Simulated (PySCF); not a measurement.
## Calculated NMR parameters of C=CCO[Si](O)(O)CCl

- Formula: C4H9ClO3Si
- SMILES: C=CCO[Si](O)(O)CCl
- InChI: InChI=1S/C4H9ClO3Si/c1-2-3-8-9(6,7)4-5/h2,6-7H,1,3-4H2
- Point group of the computed structure: C1
- Degrees of unsaturation: 1
- Carbon signals: 4
- Proton signals: 6

Numbering as in the mapped SMILES `[CH2:1]=[CH:2][CH2:3][O:4][Si:5]([OH:6])([OH:7])[CH2:8][Cl:9]`. Each H is labelled by its parent atom. Ha(C1) is cis to C3; Hb(C1) is trans to C3.

Theoretical values (PySCF 2.14.0 with density-fitted response routines): geometry from GFN2-xTB, PBE0/pcSseg-1 with gauge-including orbitals. No solvent model, one averaged value for each set of equivalent atoms, one conformer, relativity neglected.

Chemical shifts δ = σref − σ; $^{1}$H (σref 31.72) and $^{13}$C (σref 186.93) and $^{29}$Si (σref 349.16) vs TMS; $^{17}$O (σref 336.08) against H2O, all at this level.

```tsv
carbon	δC, type	δH (multiplicity)	HMBC from (2–3 bonds)	span of the C tensor (ppm)
C1	122.2, CH2	Ha(C1) 5.49 (m); Hb(C1) 5.39 (m)	H(C2), H(C3)	212
C2	146.7, CH	6.36 (m)	Ha(C1), Hb(C1), H(C3)	229
C3	68.6, CH2	4.66 (d)	H(C2), Ha(C1), Hb(C1)	57
C8	30.6, CH2	2.96 (s)	–	59
```

Other nuclei:
| atoms | nucleus | environment | δ (ppm) | σ (ppm) |
| --- | --- | --- | --- | --- |
| H(O6)/H(O7) | $^{1}$H | hydrogen on an oxygen bonded to Si | 2.26 | 29.46 |
| Si5 | $^{29}$Si | silicon bonded to C, 3 O | -56.7 | 405.9 |
| O4 | $^{17}$O | oxygen bonded to C, Si | 66.1 | 270.0 |
| O6/O7 | $^{17}$O | oxygen bonded to Si, H | 45.9 | 290.2 |

1. Carbon types of the structure: 1 × CH, 3 × CH2, leaving 2 H on heteroatoms.
2. δC 146.7: alkene CH; the olefinic region.
3. δC 122.2: terminal =CH2 carbon; the olefinic region.
4. δC 68.6: allylic sp3 CH2 bonded to O; the inductive effect lowers its shielding.
5. δH 4.66: hydrogen on an allylic sp3 CH2 bonded to O; its carbon carries O, which withdraws density.
6. δH 2.26: hydrogen on an oxygen bonded to Si; labile proton, position sensitive to the medium.

OH and NH positions are those of a molecule without intermolecular hydrogen bonds; in solution they move with solvent, concentration and temperature, and exchange usually removes their couplings. Carbons that carry Cl, above all several Cl atoms, come out too deshielded, partly because spin–orbit coupling is missing. Shifts are as computed. Against solution values, carbons near 30 ppm lie about +3 ppm off and those near 130 ppm about +5 ppm; carbons on Cl a further +6 ppm. Of 1211 compounds with measured shifts, 218 miss one by over three times the rms of a fit or turn the order of signals round; such compounds aren't used in these exercises. Experimental scales use liquid or dissolved standards, which lie at an offset from isolated H2O (liquid H2O: subtract about 36 ppm). Multiplicities follow the n + 1 count of equivalent neighbours, as no J values were calculated; m marks all less simple cases, F and P coupling included.
